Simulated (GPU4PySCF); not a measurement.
**Computed properties of fluorene (C13H10), SMILES c1c2-c3ccccc3Cc2ccc1**

C13H10, SMILES c1ccc2c(c1)Cc1ccccc1-2. Coordinates come from a B3LYP-D3(BJ)/def2-TZVP optimisation. The values are those of a single conformer. All values are computed for the isolated molecule unless a solvent is named; none is compared with measurement here.

**Structure.** The optimised structure has C2v symmetry. All 63 harmonic modes at B3LYP-D3(BJ)/def2-TZVP (GPU4PySCF) are real, so it is a minimum. With heavy atoms numbered as in [cH:1]1[cH:2][cH:3][c:4]2[c:5]([cH:6]1)[CH2:7][c:8]1[cH:9][cH:10][cH:11][cH:12][c:13]1-2, the shortest bond between them is C5–C6 at 1.384 Å and the longest C5–C7 at 1.510 Å.

**Vibrations.** The strongest infrared lines (harmonic, unscaled, degenerate partners summed) lie at 752 cm⁻¹ (124 km/mol, H 78 %, C 22 %), 3194 cm⁻¹ (42 km/mol, H 91 %, C 9 %), 3183 cm⁻¹ (35 km/mol, H 92 %, C 8 %). The softest mode is at 97 cm⁻¹ and the zero-point energy is 117.7 kcal/mol.

**Electronic structure.** ωB97M-V/def2-TZVPD (GPU4PySCF) places the frontier levels at -8.22 and 0.86 eV, a gap of 9.08 eV, and gives a dipole moment of 0.54 D and a mean polarisability of 151.9 bohr³. PBE/def2-TZVPD (GPU4PySCF) at the same geometry gives -5.46 and -1.80 eV, so its gap is 5.42 eV narrower. An orbital gap is neither the optical nor the fundamental gap.

**Excitations.** TDDFT-ωB97X/def2-SVPD (GPU4PySCF) has S1 at 4.94 eV (251 nm, f = 0.277, bright); the most intense of the 12 singlets computed lies at 6.64 eV (f = 1.09). T1 (TDA) is at 3.53 eV. TDDFT-PBE/def2-SVPD (GPU4PySCF) puts S1 at 4.24 eV. No vertical singlet excitation falls in the visible range (under 3.1 eV).

**NMR.** GIAO shifts at B3LYP/pcSseg-1 (GPU4PySCF) (non-relativistic, atoms alike by connectivity averaged): ¹³C from 41.3 to 151.1 ppm against TMS; ¹H from 3.9 to 8.0 ppm against TMS.

**Solvation.** SMD-B3LYP/def2-SVP (GPU4PySCF) gives -1.7 kcal/mol in water, -9.3 kcal/mol in benzene, -7.0 kcal/mol in 1-octanol, -7.3 kcal/mol in methanol (1 M in both phases, gas-phase geometry); of these solvents benzene holds the molecule best.
